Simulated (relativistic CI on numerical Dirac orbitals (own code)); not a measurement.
Ions with 20 electrons, Zr XXI to Pr XL

Computed by Dirac-Coulomb-Breit CI, KLI orbitals optimised for each configuration, a model potential for QED, unscaled Slater integrals (own radial code, finite nucleus).

Configurations in the expansion (outside the closed core [Ne]): 3s2.3p6.3d2, 3s2.3p6.4s2, 3s2.3p6.3d.4s, 3s2.3p5.3d3, 3s.3p6.3d3, 3s2.3p6.3d.4p, 3p6.3d4, 3p5.3d5. Double excitations out of closed p, d and f shells are left out; levels of such configurations are missing from the list, as are those of other unlisted configurations, and high levels can miss mixing partners.

Energies above each ion's lowest level, in eV. Levels are followed by their leading LS label, which can pass from one level to another where the coupling changes.

| Ion | 3s2.3p6.3d2 3F_2 | 3s2.3p6.3d2 3F_3 | 3s2.3p6.3d2 3F_4 | 3s2.3p6.3d2 3P_0 | 3s2.3p6.3d2 3P_1 | 3s2.3p6.3d2 3P_2 | 3s2.3p6.3d2 1G_4 |
| --- | --- | --- | --- | --- | --- | --- | --- |
| Zr XXI | 0 | 2.5444 | 4.9238 | 7.5203 | 8.8207 | 11.557 | 11.985 |
| Nb XXII | 0 | 2.9584 | 5.6493 | 7.9355 | 9.491 | 12.676 | 12.903 |
| Mo XXIII | 0 | 3.422 | 6.4455 | 8.361 | 10.212 | 13.897 | 13.899 |
| Tc XXIV | 0 | 3.939 | 7.3148 | 8.7964 | 10.986 | 15.226 | 14.984 |
| Ru XXV | 0 | 4.5135 | 8.2592 | 9.2409 | 11.82 | 16.672 | 16.166 |
| Rh XXVI | 0 | 5.1495 | 9.2804 | 9.694 | 12.715 | 18.242 | 17.456 |
| Pd XXVII | 0 | 5.8509 | 10.38 | 10.155 | 13.677 | 19.945 | 18.865 |
| Ag XXVIII | 0 | 6.6221 | 11.558 | 10.622 | 14.71 | 21.788 | 20.403 |
| Cd XXIX | 0 | 7.4674 | 12.817 | 11.096 | 15.818 | 23.78 | 22.082 |
| In XXX | 0 | 8.3912 | 14.157 | 11.575 | 17.005 | 25.931 | 23.915 |
| Sn XXXI | 0 | 9.398 | 15.58 | 12.059 | 18.277 | 16.114 | 25.913 |
| Sb XXXII | 0 | 10.492 | 17.087 | 12.547 | 19.638 | 17.37 | 28.089 |
| Te XXXIII | 0 | 11.679 | 18.682 | 13.038 | 21.092 | 18.718 | 30.453 |
| I XXXIV | 0 | 12.963 | 20.367 | 13.531 | 22.644 | 20.164 | 33.017 |
| Xe XXXV | 0 | 14.348 | 22.145 | 14.027 | 24.3 | 21.712 | 35.792 |
| Cs XXXVI | 0 | 15.841 | 24.022 | 14.525 | 26.065 | 23.368 | 38.788 |
| Ba XXXVII | 0 | 17.446 | 26.001 | 15.024 | 27.943 | 25.136 | 42.018 |
| La XXXVIII | 0 | 19.169 | 28.089 | 15.524 | 29.94 | 27.023 | 45.49 |
| Ce XXXIX | 0 | 21.014 | 30.29 | 16.024 | 32.062 | 29.033 | 49.216 |
| Pr XL | 0 | 22.988 | 53.206 | 16.526 | 34.314 | 31.172 | 32.61 |

The lowest level keeps the configuration 3s2.3p6.3d2 and J = 2 throughout.

Between Z = 56 and 59 the energy of 3s2.3p6.3d2 3F_3 follows a local power law Z^5.3. For orientation: electrostatic splittings inside a shell grow about linearly with the screened charge, excitations that change n as its square, and fine structure as its fourth power; written in Z itself the exponents are larger, since the screened charge grows faster in proportion.
